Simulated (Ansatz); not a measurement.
A structure relaxed at r2SCAN-D4/def2-TZVP in Ansatz, charge 1, doublet:

Cartesian coordinates in Å:
```
Cd -0.398 -2.202 1.592
Cd 0.404 2.229 -1.609
O -0.277 -0.075 0.574
O 0.271 0.048 -0.557
```

**Question.** Give its formula.

**Answer.** Cd₂O₂⁺.

**Question.** Summarise the bond lengths by kind (pairs closer than 1.2 times the sum of covalent radii, bridged metal pairs left out).

**Answer.** 2 × Cd–O 2.36 to 2.42 Å; 1 × O–O 1.26 Å.

In the def2 sets Cd takes a core potential; there is no spin–orbit coupling. The structure holds one bond between oxygen atoms, so isomers without such links may lie far lower. The charge 1 doublet is spin-contaminated (final ⟨S²⟩ up to 1.50, 0.75 for a pure state). The relaxation made no stability test and no search for a lower SCF solution. Another isomer (quartet) lies 0.76 eV lower at PBE0-D4/def2-TZVP; other spin states weren't run for this one.
